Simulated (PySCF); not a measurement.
Fill in the blanks.

Species: C2H8F3PSi2.
SMILES: `CC[Si@H](P)[Si](F)(F)F`

Conformer (atom-mapped SMILES and torsion angles): `[CH3:1][CH2:2][Si@H:3]([PH2:4])[Si:5]([F:6])([F:7])[F:8]`: C1–C2–Si3–P4 -48°, C2–Si3–Si5–F6 61°, H–P4–Si3–C2 -161°, H–P4–Si3–C2 -69°.

```tsv
property	level	value
point group of the GFN2-xTB geometry	GFN2-xTB	?
rotational constants A, B, C of the GFN2-xTB geometry	GFN2-xTB	1.598, 0.697, 0.567 GHz
dipole moment	wB97X-D/def2-SVPD	?
HOMO energy	wB97X-D/def2-SVPD	-9.73 eV
LUMO energy	wB97X-D/def2-SVPD	?
lowest singlet excitation	TDDFT wB97X-D/def2-SVPD	?
lowest triplet excitation (Tamm–Dancoff)	TDA wB97X-D/def2-SVPD	5.34 eV
static isotropic polarisability	wB97X-D/def2-SVPD	?
electronic spatial extent ⟨r²⟩ about the centre of nuclear charge	wB97X-D/def2-SVPD	?
13C chemical shifts (computed TMS as zero) by class	GIAO PBE0/pcSseg-1	12.4 (1 C), 5.4 (1 C) ppm
1H chemical shifts (computed TMS as zero) by class	GIAO PBE0/pcSseg-1	?
isotropic shieldings of nuclei other than C and H, by class	GIAO PBE0/pcSseg-1	302 (3 F), 392 (1 Si), 409 (1 Si), 635 (1 P) ppm
```

The electronic properties come from PySCF, for the isolated species, density fitting. NMR classes are plain means over equivalent atoms (diastereotopic ones count apart unless rotation or inversion swaps them), as if these changed places fast; in this geometry the members of some classes differ.

(1) The point group of the GFN2-xTB geometry?

(2) The 1H chemical shifts (computed TMS as zero) by class?

(3) Give the lowest singlet excitation.

(4) The LUMO energy?

(5) The electronic spatial extent ⟨r²⟩ about the centre of nuclear charge?

(6) Give the static isotropic polarisability.

(7) Give the dipole moment.

Answers

(1) C1.

(2) 4.13 (1 H), 1.20 (3 H), 1.09 (2 H), 1.08 (1 H), 0.74 (1 H) ppm.

(3) 6.46 eV (192 nm, f = 0.264).

(4) 0.75 eV.

(5) 1983 bohr².

(6) 101.6 au.

(7) 3.41 D.

With B = h/(8π²I), that is 505.379 GHz u Å² over I, the principal moments of inertia are 316.3, 724.9 and 891.4 u Å² (most abundant isotopes); the inertial defect Ic − Ia − Ib is -149.8 u Å² (zero for a rigid planar frame, negative otherwise). The dipole matches unit charges of opposite sign 0.71 Å apart (1 e·Å = 4.8032 D). The vertical singlet–triplet gap S1 − T1 is 1.12 eV (TDDFT singlet less Tamm–Dancoff triplet; S1: HOMO→LUMO, weight 0.81; T1: HOMO→LUMO, weight 0.86).

One conformer stands for the species.
